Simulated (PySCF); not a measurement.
BeH₂, SMILES [BeH2].

Geometry: PBE-D3(BJ)/def2-TZVPD. The isomer is the one that the SMILES or the coordinates give; other isomers of the formula were not compared.

Two levels are set side by side: PBE/def2-TZVPD (PySCF) and B3LYP/def2-TZVPD (PySCF). Same geometry, gas phase. Differences are taken from unrounded values.

| quantity | B3LYP | PBE | PBE minus B3LYP |
|---|---|---|---|
| orbital gap (eV) | 7.53 | 5.83 | -1.71 |
| highest occupied level (eV) | -8.64 | -7.47 | 1.17 |
| lowest empty level (eV) | -1.11 | -1.64 | -0.54 |
| mean polarisability (bohr³) | 20.8 | 21.7 | 0.9 |

PBE's occupied levels lie high since its potential decays too fast outside the molecule; exact exchange lowers them and widens the gap. PBE's more diffuse valence density responds more strongly to a field. Differences between two approximate levels are no errors against the true value.
